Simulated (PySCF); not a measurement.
From one molecule to another.

First species: Si(CN)2H2, C₂H₂N₂Si.
SMILES: `[H][Si]([H])(C#N)C#N`

Second species: trifluoromethylgermane, CH3F3Ge.
InChI=1S/CH3F3Ge/c2-1(3,4)5/h5H3

Levels: CAM-B3LYP/def2-SVPD for dipole moment, HOMO energy, LUMO energy, HOMO–LUMO gap, static isotropic polarisability and electronic spatial extent ⟨r²⟩ about the centre of nuclear charge; TDDFT CAM-B3LYP/def2-SVPD for lowest singlet excitation; TDA CAM-B3LYP/def2-SVPD for lowest triplet excitation (Tamm–Dancoff); ΔSCF CAM-B3LYP/def2-SVPD for vertical ionisation energy; PBE0-D3(BJ)/def2-SVP for rotational constant A and rotational constant C. Geometries: PBE0-D3(BJ)/def2-SVP. All species are isolated and taken at one optimised geometry, non-relativistic unless stated. Electronic properties by PySCF.

```csv
property,column X,column Y
dipole moment,2.30 D,3.84 D
HOMO energy,-10.94 eV,-11.72 eV
LUMO energy,0.71 eV,-0.51 eV
HOMO–LUMO gap,11.65 eV,11.21 eV
lowest singlet excitation,8.72 eV,6.84 eV
lowest triplet excitation (Tamm–Dancoff),7.87 eV,5.67 eV
static isotropic polarisability,47.2 au,54.4 au
vertical ionisation energy,12.00 eV,12.74 eV
electronic spatial extent ⟨r²⟩ about the centre of nuclear charge,631 bohr²,593 bohr²
rotational constant A,5.326 GHz,9.334 GHz
rotational constant C,1.918 GHz,1.877 GHz
```

(1) Which column belongs to which species?

(2) How does each property change from the first species to the second?

Answers

(1) Column X is the second species and column Y the first. The first has 7 atoms and 42 electrons, the second 8 and 68.

(2) dipole moment -1.54 D; HOMO energy +0.78 eV; LUMO energy +1.22 eV; HOMO–LUMO gap +0.44 eV; lowest singlet excitation +1.88 eV; lowest triplet excitation (Tamm–Dancoff) +2.20 eV; static isotropic polarisability -7.2 au; vertical ionisation energy -0.74 eV; electronic spatial extent ⟨r²⟩ about the centre of nuclear charge +38 bohr²; rotational constant A -4.008 GHz; rotational constant C +0.041 GHz.

On the first: The principal polarisabilities are 42.6, 53.3 and 67.4 au; their mean is the isotropic value. The 10 singlets span 6.84 to 8.24 eV, and their oscillator strengths add up to 0.02.

On the second: S1 lies 2.93 eV below the HOMO–LUMO gap; its leading configuration is HOMO→LUMO, weight 0.72. The principal polarisabilities are 45.4, 45.4 and 50.6 au; their mean is the isotropic value. The calculation is non-relativistic and has no spin–orbit coupling, an omission that weighs most on germanium.
